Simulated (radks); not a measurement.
Results of a calculation; reference values are marked as such.
Charge is removed step by step from the 4p down level of Nb3+, starting from [Ar] 3d10 4s2 4p(up 3, down 3) 4d2. Level of theory: scalar-relativistic Kohn-Sham, BLYP, spin-polarised, spherical densities, finite nucleus; open shells are filled with parallel spins first (spin-orbit coupling, left out, can overturn this in heavy ions); Fermi nuclear charge, rms radius 4.324 fm (a radial shooting solver on a logarithmic mesh with Libxc functionals).

[
 {"removed (e)": "0", "E - E(0) (eV)": "0.000", "eigenvalue (eV)": "-63.595", "E minus straight line (eV)": "0.000"},
 {"removed (e)": "0.1", "E - E(0) (eV)": "6.431", "eigenvalue (eV)": "-65.057", "E minus straight line (eV)": "-0.671"},
 {"removed (e)": "0.2", "E - E(0) (eV)": "13.008", "eigenvalue (eV)": "-66.529", "E minus straight line (eV)": "-1.195"},
 {"removed (e)": "0.3", "E - E(0) (eV)": "19.733", "eigenvalue (eV)": "-68.010", "E minus straight line (eV)": "-1.572"},
 {"removed (e)": "0.4", "E - E(0) (eV)": "26.606", "eigenvalue (eV)": "-69.501", "E minus straight line (eV)": "-1.800"},
 {"removed (e)": "0.5", "E - E(0) (eV)": "33.629", "eigenvalue (eV)": "-71.000", "E minus straight line (eV)": "-1.879"},
 {"removed (e)": "0.6", "E - E(0) (eV)": "40.803", "eigenvalue (eV)": "-72.508", "E minus straight line (eV)": "-1.807"},
 {"removed (e)": "0.7", "E - E(0) (eV)": "48.127", "eigenvalue (eV)": "-74.025", "E minus straight line (eV)": "-1.584"},
 {"removed (e)": "0.8", "E - E(0) (eV)": "55.604", "eigenvalue (eV)": "-75.549", "E minus straight line (eV)": "-1.209"},
 {"removed (e)": "0.9", "E - E(0) (eV)": "63.233", "eigenvalue (eV)": "-77.081", "E minus straight line (eV)": "-0.681"},
 {"removed (e)": "1", "E - E(0) (eV)": "71.016", "eigenvalue (eV)": "-78.621", "E minus straight line (eV)": "0.000"}
]

Removing the whole electron costs 71.016 eV by Delta-SCF, against 63.595 eV from minus the eigenvalue at the starting occupation. Slater's transition state (half an electron removed) gives 71.000 eV. Integrating minus the eigenvalue over the occupation (Janak's theorem) gives 71.036 eV. In this scalar-relativistic scheme the density is built from large components alone, so the theorem holds only approximately. The mean slope of the eigenvalue, de/dn, is 15.0 eV per electron.
